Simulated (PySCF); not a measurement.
## TDDFT excited states: C3H7ClOSi

C3H7ClOSi.
Geometry (PBE0-D3(BJ)/def2-SVP, Å), atoms numbered from 1 in this order:
```
atom  x, y, z in Å
Si1    2.392   -0.172   -0.665
O2     0.732   -0.360   -0.482
C3     0.048   -0.301    0.680
C4    -1.266   -0.054    0.739
C5    -2.105    0.221   -0.452
Cl6   -2.753    1.906   -0.431
H7     2.787    1.246   -0.420
H8     3.100   -1.057    0.309
H9     2.689   -0.570   -2.064
H10    0.624   -0.498    1.594
H11   -1.740   -0.042    1.724
H12   -2.986   -0.434   -0.495
H13   -1.526    0.109   -1.377
```

Computed, not measured: TDDFT B3LYP/def2-SVPD, vertical, gas phase, core orbitals frozen in the response (PySCF).

**Question.** What does the calculation give for the low-lying excited states?

**Answer.** 

```json
{"state": "S1", "E (eV)": "5.49", "E (hartree)": "0.2016", "f": "0.015", "main configurations (H = HOMO, L = LUMO)": "H→L+1 (62%), H→L (37%)"}
{"state": "S2", "E (eV)": "5.91", "E (hartree)": "0.2173", "f": "0.334", "main configurations (H = HOMO, L = LUMO)": "H→L (54%), H→L+1 (36%)"}
{"state": "S3", "E (eV)": "6.35", "E (hartree)": "0.2335", "f": "0.0054", "main configurations (H = HOMO, L = LUMO)": "H-1→L (88%)"}
{"state": "S4", "E (eV)": "6.44", "E (hartree)": "0.2367", "f": "0.015", "main configurations (H = HOMO, L = LUMO)": "H-2→L (85%)"}
{"state": "S5", "E (eV)": "6.49", "E (hartree)": "0.2383", "f": "0.031", "main configurations (H = HOMO, L = LUMO)": "H→L+2 (94%)"}
{"state": "S6", "E (eV)": "6.71", "E (hartree)": "0.2466", "f": "0.0037", "main configurations (H = HOMO, L = LUMO)": "H→L+3 (74%), H→L+4 (23%)"}
{"state": "S7", "E (eV)": "6.79", "E (hartree)": "0.2494", "f": "0.054", "main configurations (H = HOMO, L = LUMO)": "H→L+4 (62%), H→L+3 (20%)"}
{"state": "S8", "E (eV)": "7.03", "E (hartree)": "0.2584", "f": "0.0003", "main configurations (H = HOMO, L = LUMO)": "H-1→L+1 (90%)"}
{"state": "S9", "E (eV)": "7.05", "E (hartree)": "0.2592", "f": "0.038", "main configurations (H = HOMO, L = LUMO)": "H→L+5 (80%), H→L+4 (9%)"}
{"state": "S10", "E (eV)": "7.11", "E (hartree)": "0.2611", "f": "0.0013", "main configurations (H = HOMO, L = LUMO)": "H-2→L+1 (90%)"}
```

Triplets, Tamm–Dancoff:

| state | E (eV) | λ (nm) | main configurations (H = HOMO, L = LUMO) |
| --- | --- | --- | --- |
| T1 | 4.02 | 308.7 | H→L (79%), H→L+1 (10%) |
| T2 | 5.39 | 229.9 | H→L+1 (84%), H→L (13%) |
| T3 | 5.90 | 210.0 | H-1→L (85%) |
| T4 | 5.96 | 208.1 | H-2→L (80%) |

The lowest singlet comes at 226 nm (529 kJ/mol) in the ultraviolet; it is weak; its leading configuration is HOMO→LUMO+1 (62%). The most intense listed level is S2 at 5.91 eV (210 nm, f = 0.334), 0.43 eV above S1. Löwdin shares by element: HOMO carbon 57% or more, oxygen 21%, chlorine 8%; LUMO carbon 49%, chlorine 20% (atoms not listed hold the other 31%). The listed states span 1.62 eV. Weighted by f, the mean energy of these states is 6.15 eV. The oscillator strengths of these states sum to 0.498; summed over the whole spectrum of an exact calculation they would give the number of electrons, 64 (Thomas–Reiche–Kuhn). The vertical ionisation energy (ΔSCF) is 9.01 eV, 1.90 eV above S10. The window holds the lowest 10 singlets.

On one thread, Arm Neoverse V1 (aarch64), shared host with 64 logical CPUs at a one-minute load of 33, this took 1.7 min wall and 0.89 GiB of memory at its peak.

One conformer stands for the species.
